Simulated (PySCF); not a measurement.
Computed with r2SCAN-D4/def2-TZVP (PySCF 2.14.0). Gas-phase values, no solvent. Excitations are Tamm–Dancoff values on a coarser integration grid. The basis has no diffuse functions, so Rydberg states are missing or too high.

Reference species (SMILES): `[Al]([SiH3])([SiH3])[SiH3]` (neutral, multiplicity 1).

```
Item                   Value
-------------------  -------
S1 excitation (TDA)  3.41 eV
S1–T1 gap (TDA)      0.64 eV
T1 excitation (TDA)  2.76 eV
```

Changed species: `[CH3][Al]([CH3])[CH3]` (0 of 3 CH3 replaced by SiH3; the reference has 3 of 3 CH3 replaced by SiH3).

Q: Predict the effect on the S1 excitation (TDA), S1–T1 gap (TDA) and T1 excitation (TDA).

A: the S1 excitation (TDA) goes up by 2.34 eV, to 5.75 eV; the S1–T1 gap (TDA) decreases by 0.25 eV, to 0.39 eV; the T1 excitation (TDA) rises by 2.60 eV, to 5.36 eV.
